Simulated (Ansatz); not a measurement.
CH$_{2}$FInOS (`O[C](=S)[InH][F]`). Total charge 0; spin multiplicity 1. Correlated methods include outer-core shells of In, which these sets cover unevenly. In: def2 effective core potential.

Z-matrix (Å, degrees):
```
C
S 1 1.618
In 1 2.158 2 125.2
O 1 1.318 2 124.8 3 180.0
F 3 2.021 1 87.3 2 180.0
H 3 1.687 1 156.4 2 -0.0
H 4 0.988 1 108.2 2 -180.0
```

Q: Give the diagnostics of a CCSD(T)/def2-TZVPP run (frozen core, Ansatz 0.2.0). (An estimate is asked.)

A: Ansatz gave: T1 = 0.0190, largest single amplitude 0.036, largest double 0.058, (T) share of the correlation energy 4.1 %, 12 CCSD cycles. The RHF solution is stable towards an unrestricted one. T1 lies under the customary mark of 0.02 for closed shells.
